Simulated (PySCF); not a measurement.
## Deuteron quadrupole couplings in `C=CCP1CCOCC1`

Species: C7H13OP.
Cartesian coordinates in Å at the GFN2-xTB level; atoms count from 1:
```
atom  x, y, z in Å
C1     3.3761    0.4414    0.4566
C2     2.6643    0.3103   -0.6484
C3     1.4974   -0.6027   -0.7903
P4    -0.0739    0.3953   -0.9986
C5    -0.2536    1.0068    0.7514
C6    -1.7242    1.3301    1.0171
O7    -2.5580    0.1973    0.9669
C8    -2.6355   -0.3810   -0.3131
C9    -1.3091   -0.9836   -0.7782
H10    3.1629   -0.1372    1.3411
H11    4.2069    1.1227    0.5231
H12    2.8982    0.9043   -1.5225
H13    1.5978   -1.2093   -1.6957
H14    1.4060   -1.2625    0.0768
H15    0.3491    1.9080    0.8823
H16    0.0915    0.2448    1.4558
H17   -1.8495    1.7327    2.0264
H18   -2.0723    2.0837    0.2915
H19   -2.9747    0.3706   -1.0447
H20   -3.4003   -1.1587   -0.2312
H21   -0.9535   -1.7036   -0.0361
H22   -1.4560   -1.4963   -1.7310
```

Level: PBE0/pcSseg-1 (PySCF, non-relativistic); Q(2H) = 0.00286 b; rigid geometry, the same for H and D, with no vibrational averaging.

Task: Rank these positions by the coupling χzz of a deuteron there, largest first.
A. H12 (vinylic hydrogen)
B. H20 (methylene hydrogen)
C. H18 (methylene hydrogen)
D. H15 (methylene hydrogen)
E. H10 (vinylic hydrogen)

Result: E (225 kHz), A (217 kHz), D (206 kHz), B (198 kHz), C (186 kHz).

Task: Tabulate Vzz, the asymmetry η and χzz = 234.96 MHz × Q × Vzz for every hydrogen position.

Result: 
| atom | bonded to | bond length (Å) | Vzz (au) | η | χzz (kHz) |
| --- | --- | --- | --- | --- | --- |
| H10 | C1 | 1.078 | 0.3355 | 0.06 | 225 |
| H11 | C1 | 1.076 | 0.3394 | 0.05 | 228 |
| H12 | C2 | 1.082 | 0.3229 | 0.05 | 217 |
| H13 | C3 | 1.094 | 0.3034 | 0.01 | 204 |
| H14 | C3 | 1.093 | 0.3029 | 0.03 | 204 |
| H15 | C5 | 1.092 | 0.3071 | 0.01 | 206 |
| H16 | C5 | 1.094 | 0.3038 | 0.01 | 204 |
| H17 | C6 | 1.094 | 0.2949 | 0.06 | 198 |
| H18 | C6 | 1.102 | 0.2769 | 0.06 | 186 |
| H19 | C8 | 1.102 | 0.2769 | 0.06 | 186 |
| H20 | C8 | 1.094 | 0.2948 | 0.05 | 198 |
| H21 | C9 | 1.093 | 0.3033 | 0.01 | 204 |
| H22 | C9 | 1.092 | 0.3083 | 0.02 | 207 |

Task: How does χzz go with the bond length over the 13 C–H bonds?

Result: A straight-line fit has a slope of -15.6 kHz for each 0.01 Å, with a correlation coefficient of -0.98, over lengths from 1.076 to 1.102 Å. The longer bonds have the smaller couplings here.

Task: A static deuteron (I = 1) shows a doublet split by (3/2)χ, (3/4)χ(1 + η) and (3/4)χ(1 − η) with the field along z, y and x of the gradient. What are these for H19?

Result: With |χ| = 186.0 kHz and η = 0.061: 279, 148 and 131 kHz, to first order and without motion.

One conformer (not necessarily the lowest) at the GFN2-xTB geometry, without solvent, vibrations or thermal averaging. GFN2-xTB bond lengths can be off by several hundredths of an ångström, more for odd bonds, and the gradients follow them. With a basis this small, the couplings can be 20 % off.
